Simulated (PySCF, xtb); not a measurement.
C3H9BFN, SMILES CCNB(C)F. One conformer was computed; it need not be the lowest.

Harmonic wavenumbers (cm⁻¹) from GFN2-xTB (xtb 6.7.1) at its own minimum, in rising order: 49, 72, 125, 175, 237, 330, 398, 418, 458, 668, 725, 832, 873, 878, 959, 1068, 1098, 1141, 1202, 1249, 1302, 1344, 1390, 1404, 1473, 1488, 1491, 1497, 1499, 1501, 2910, 2998, 3023, 3033, 3035, 3045, 3047, 3058, 3435.

What does PBE-D3(BJ)/def2-SVP (PySCF) give at its own minimum? (An estimate is asked for; the answer gives what the named calculation found.)

46, 91, 120, 203, 278, 347, 412, 438, 474, 648, 710, 781, 831, 864, 906, 1047, 1079, 1137, 1214, 1239, 1279, 1325, 1346, 1355, 1388, 1389, 1413, 1415, 1434, 1520, 2949, 2967, 2975, 3032, 3051, 3058, 3068, 3081, 3494. Paired by order, the mean absolute difference is 32 cm⁻¹ and the zero-point energies are 78.5 and 77.8 kcal/mol.
